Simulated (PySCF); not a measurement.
From results back to the method.

H7NP2Si.
SMILES: `N[SiH](P)P`

The closed-shell ground state was solved 5 times with PySCF (density fitting, gas phase), always with PBE0, in these basis sets: 6-31G, STO-3G, aug-cc-pVDZ, def2-TZVPD and pcSseg-2. Isolated species at its PBE0-D3(BJ)/def2-SVP geometry (one conformer only).

```
row  total energy (Eh)  HOMO (eV)  LUMO (eV)  dipole (D)
  P         -1030.5604      -7.10       0.53        2.33
  Q         -1030.8065      -7.30      -0.23        1.69
  R         -1018.9321      -3.58       5.58        1.34
  S         -1030.7576      -7.29      -0.43        1.69
  T         -1030.8250      -7.32      -0.08        1.77
```

Problem. Which basis belongs to which row?

Solution. P = 6-31G, Q = def2-TZVPD, R = STO-3G, S = aug-cc-pVDZ, T = pcSseg-2. From the lowest total energy up: pcSseg-2 (263 functions) 0 eV; def2-TZVPD (229 functions) +0.50 eV; aug-cc-pVDZ (167 functions) +1.83 eV; 6-31G (62 functions) +7.20 eV; STO-3G (39 functions) +323.62 eV.

The values belong to the conformer `[NH2:1][SiH:2]([PH2:3])[PH2:4]`: H–N1–Si2–P3 171°, H–N1–Si2–P3 -47°, H–P3–Si2–N1 -178°, H–P3–Si2–N1 -83°, H–P4–Si2–N1 -56°, H–P4–Si2–N1 38°.
